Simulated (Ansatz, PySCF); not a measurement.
Gas-phase reaction (SMILES): C[O][Al]([Cl])[Cl] + Cl (HCl) -> [Cl][Al]([Cl])[Cl] + CO (CH4O) [methanol]; hydrogen chloride cleaves one Al-O bond, a model of a ligand-exchange step.

Structures are relaxed separately at B3LYP-D3(BJ)/def2-TZVP in Ansatz (an electronic-structure program), one conformer each, not searched for the lowest. Correlated levels leave the core frozen unless marked. Spin-orbit coupling is left out. Non-relativistic. CBS marks a two-point X^-3 extrapolation of the correlation energy; Hartree-Fock from the larger set. Thermal terms are rigid-rotor harmonic-oscillator values from B3LYP-D3(BJ) frequencies (Ansatz or PySCF) at 298.15 K and 1 atm. 1 Eh = 627.5095 kcal/mol.

```
species             E, CCSD(T)/CBS(cc-pV(T+d)Z,cc-pV(Q+d)Z) (Ansatz) (Eh)  E, r2SCAN-D4/def2-TZVPD (Ansatz + dftd4) (Eh)  H - E (Eh)
------------------  -----------------------------------------------------  ---------------------------------------------  ----------
C[O][Al]([Cl])[Cl]                                            -1276.77950                                    -1278.09543     0.05367
Cl (HCl)                                                       -460.37849                                     -460.78611     0.01000
[Cl][Al]([Cl])[Cl]                                            -1621.55610                                    -1623.18447     0.01106
CO (CH4O)                                                      -115.60979                                     -115.70530     0.05533
```

Task: Work out ΔE and ΔH at 298.15 K at the first level, then ΔH at the second.

Result: 
1. ΔE = [(-1621.55610) + (-115.60979)] - [(-1276.77950) + (-460.37849)] = -0.00790 Eh = -5.0 kcal/mol at CCSD(T)/CBS(cc-pV(T+d)Z,cc-pV(Q+d)Z).
2. The terms H - E add up to 0.00272 Eh, so ΔH = (-0.00790 + (0.00272))×627.5095 = -3.3 kcal/mol.
3. At r2SCAN-D4/def2-TZVPD the same steps give ΔE = -5.2 and ΔH = -3.5 kcal/mol, a shift of -0.2 from the first level.
4. These values are not checked against measurement here, since the tables used lack a sound gas-phase enthalpy of formation for at least one species.
